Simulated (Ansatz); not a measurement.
Cost and result up the ladder for InCl2Br (InBrCl₂) (4 atoms). Total charge 0; singlet. Geometry: r2SCAN-D4/def2-SVP.

```xyz
4

In   -0.007    0.013    0.013
Cl   -1.947   -0.425    1.221
Cl    1.118    2.013    0.401
Br    0.836   -1.601   -1.636
```

Ansatz on 4 threads of Intel Xeon on a shared host. Times are rough, and most runs start from the orbitals of an earlier one. ωB97M-V/def2-TZVP serves as the yardstick here, not as an exact answer. Differences are given only for rows in sets of like size (and for xTB, whose basis is part of the method), since another set adds its own error. Binding counts from free atoms at the same level (In doublet, Cl doublet, Br doublet; other spins of the atoms weren't run), without zero-point energy or a counterpoise term.

In the def2 sets In takes a core potential, while STO-3G treats all electrons; there is no spin–orbit coupling. Correlated methods freeze 23 core orbitals; core or outer-core shells of In, Br are correlated, in sets that lack core-valence functions.

Correlated methods converge slowly with the basis.

```json
{"level": "HF/STO-3G", "functions": "63", "wall time": "3.9 s", "binding energy per atom (eV)": "3.19", "difference from ωB97M-V/def2-TZVP (eV)": "–"}
{"level": "PBE-D4/def2-SVP", "functions": "94", "wall time": "6.5 s", "binding energy per atom (eV)": "2.49", "difference from ωB97M-V/def2-TZVP (eV)": "–"}
{"level": "LDA (SPW92)/def2-TZVP", "functions": "172", "wall time": "8 s", "binding energy per atom (eV)": "2.86", "difference from ωB97M-V/def2-TZVP (eV)": "0.39"}
{"level": "PBE-D4/def2-TZVP (with forces)", "functions": "172", "wall time": "14 s", "binding energy per atom (eV)": "2.51", "difference from ωB97M-V/def2-TZVP (eV)": "0.03"}
{"level": "HF/def2-TZVP", "functions": "172", "wall time": "15 s", "binding energy per atom (eV)": "1.82", "difference from ωB97M-V/def2-TZVP (eV)": "-0.66"}
{"level": "PBE-D4/def2-TZVPD", "functions": "205", "wall time": "16 s", "binding energy per atom (eV)": "2.50", "difference from ωB97M-V/def2-TZVP (eV)": "0.02"}
{"level": "r2SCAN-D4/def2-TZVP", "functions": "172", "wall time": "19 s", "binding energy per atom (eV)": "2.52", "difference from ωB97M-V/def2-TZVP (eV)": "0.05"}
{"level": "PBE0-D4/def2-TZVPD", "functions": "205", "wall time": "23 s", "binding energy per atom (eV)": "2.48", "difference from ωB97M-V/def2-TZVP (eV)": "0.00"}
{"level": "r2SCAN-D4/def2-TZVPD", "functions": "205", "wall time": "24 s", "binding energy per atom (eV)": "2.52", "difference from ωB97M-V/def2-TZVP (eV)": "0.04"}
{"level": "MP2/def2-TZVP", "functions": "172", "wall time": "24 s", "binding energy per atom (eV)": "2.51", "difference from ωB97M-V/def2-TZVP (eV)": "0.03"}
{"level": "B97M-V/def2-TZVP", "functions": "172", "wall time": "25 s", "binding energy per atom (eV)": "2.54", "difference from ωB97M-V/def2-TZVP (eV)": "0.06"}
{"level": "B2PLYP/def2-TZVP", "functions": "172", "wall time": "28 s", "binding energy per atom (eV)": "2.38", "difference from ωB97M-V/def2-TZVP (eV)": "-0.10"}
{"level": "ωB97M-V/def2-TZVP", "functions": "172", "wall time": "30 s", "binding energy per atom (eV)": "2.48", "difference from ωB97M-V/def2-TZVP (eV)": "0.00"}
{"level": "CCSD(T)/def2-TZVPP", "functions": "182", "wall time": "1.7 min", "binding energy per atom (eV)": "2.39", "difference from ωB97M-V/def2-TZVP (eV)": "-0.09"}
```
